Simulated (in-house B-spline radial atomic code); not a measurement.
Configurations of the tellurium ion Te⁴⁺, with energies counted from [Kr] 4d10 5s2. Method: scalar-relativistic (X2C) BHandHLYP, spin-polarised, spherical fractional occupations, exact exchange averaged over the configuration, Fermi nucleus of rms radius 4.7423 fm. Calculated with a radial B-spline atomic code at the basis-set limit. Shells without spins written out take the highest spin.

Occupations are held fixed; configurations that lie above the ionisation limit could autoionise.

```json
{"configuration": "[Kr] 4d10 5s1 6s1", "E - E(ref) (eV)": "29.685", "highest orbital": "6s up", "its <r> (bohr)": "3.686"}
{"configuration": "[Kr] 4d10 5s1 6d1", "E - E(ref) (eV)": "39.891", "highest orbital": "6d up", "its <r> (bohr)": "5.145"}
{"configuration": "[Kr] 4d9 5s2 5d1", "E - E(ref) (eV)": "61.952", "highest orbital": "5d up", "its <r> (bohr)": "2.709"}
{"configuration": "[Kr] 4d9 5s2 5f1", "E - E(ref) (eV)": "76.659", "highest orbital": "5f up", "its <r> (bohr)": "4.391"}
{"configuration": "[Ar] 3d10 4s2 4p5 4d10 5s2 6p1", "E - E(ref) (eV)": "148.56", "highest orbital": "6p up", "its <r> (bohr)": "4.053"}
{"configuration": "[Ar] 3d9 4s2 4p6 4d10 5s2 6p1", "E - E(ref) (eV)": "605.77", "highest orbital": "6p up", "its <r> (bohr)": "4.034"}
```

**Question.** Order these further configurations by energy, lowest first.
A. [Ar] 3d10 4s2 4p5 4d10 5s2 6f1
B. [Ar] 3d10 4s2 4p5 4d10 4f1 5s2
C. [Ar] 3d10 4s2 4p5 4d10 5s2 6s1
D. [Kr] 4d10 5s1 5d1
E. [Kr] 4d10 5s1 6p1

**Answer.** D (26.545 eV), E (33.938 eV), C (144.16 eV), B (144.49 eV), A (161.21 eV).

**Question.** How far above the reference does [Kr] 4d9 5s2 6s1 lie?

**Answer.** 65.358 eV; its least bound orbital is 6s up with <r> = 3.621 bohr.
